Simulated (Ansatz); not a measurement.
System: trimethoxysilane, C3H10O3Si, net charge 0, singlet state. SMILES: CO[SiH](OC)OC
Structure (B3LYP-D3(BJ)/def2-TZVP (Ansatz, a quantum-chemistry and plane-wave program) minimum search):
```
Si
O 1 1.6294
C 2 1.4194 1 124.86
H 3 1.0897 2 108.06 1 171.95
H 3 1.0924 4 109.03 2 -120.49
H 3 1.0947 4 108.62 5 -118.47
O 1 1.6294 2 108.96 3 179.01
C 7 1.4194 1 124.86 2 60.24
H 8 1.0897 7 108.06 1 171.95
H 8 1.0924 9 109.03 7 -120.49
H 8 1.0947 9 108.62 10 -118.47
O 1 1.6294 2 108.96 3 60.24
C 12 1.4194 1 124.86 2 179.01
H 13 1.0897 12 108.06 1 171.95
H 13 1.0924 14 109.03 12 -120.49
H 13 1.0947 14 108.62 15 -118.47
H 1 1.4818 2 109.98 3 -60.37
```
Charge 0, spin multiplicity 1.

Computed values are from Ansatz. Valence correlation only, unless marked. UHF or UKS for open shells. No spin-orbit coupling. No relativistic terms. CBS(X,Y): correlation extrapolated as X^-3; Hartree-Fock from the larger set. The bracket is a focal-point correction in the basis named.

Question: What is the dipole moment at CCSD(T)/aug-cc-pV(D+d)Z?

Answer: 1.11 D.

Question: What is the T1 diagnostic at CCSD/aug-cc-pV(T+d)Z?

Answer: 0.012.

Question: What is the atomisation energy De at RI-MP2/CBS(aug-cc-pV(T+d)Z,aug-cc-pV(Q+d)Z)+[CCSD(T)-MP2]/aug-cc-pV(T+d)Z?

Answer: 1600.0 kcal/mol.

Question: What is the total energy at RI-MP2/CBS(aug-cc-pV(T+d)Z,aug-cc-pV(Q+d)Z)+[CCSD(T)-MP2]/aug-cc-pV(T+d)Z?

Answer: -634.8829 Eh.
